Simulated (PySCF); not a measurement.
**Gas-phase thermal properties of ZrOCl₂**

Energies from PySCF (xtb for GFN2), thermal terms from the rigid-rotor harmonic-oscillator model, ideal gas at 1 bar. All species are closed-shell singlets. Zr: scalar-relativistic def2 core potential, no spin-orbit coupling. ZrOCl₂: computed as isolated molecules; such fragments, hydroxides, amides, oligomers or adducts are transient or little studied in the gas. The harmonic model lacks anharmonicity and excited electronic states, which grow with temperature; levels with a mode under 35 cm⁻¹ are left out. Soft modes under 120 cm⁻¹ make the harmonic entropy rough for ZrOCl₂.

```tsv
level	point group	σ	ZPE (kJ/mol)	S°298 (J/mol/K)	Cp298 (J/mol/K)	S°1000 (J/mol/K)	H1000 − H298 (kJ/mol)
GFN2-xTB	Cs	1	12.1	336.3	72.3	430.9	55.4
PBE/def2-SVP	Cs	1	12.5	341.1	71.8	435.1	55.2
PBE0/def2-TZVP	Cs	1	12.8	341.1	71.4	434.8	55.0
```
σ: rotational symmetry number. Electronic degeneracy used: 1. Frequencies are unscaled.
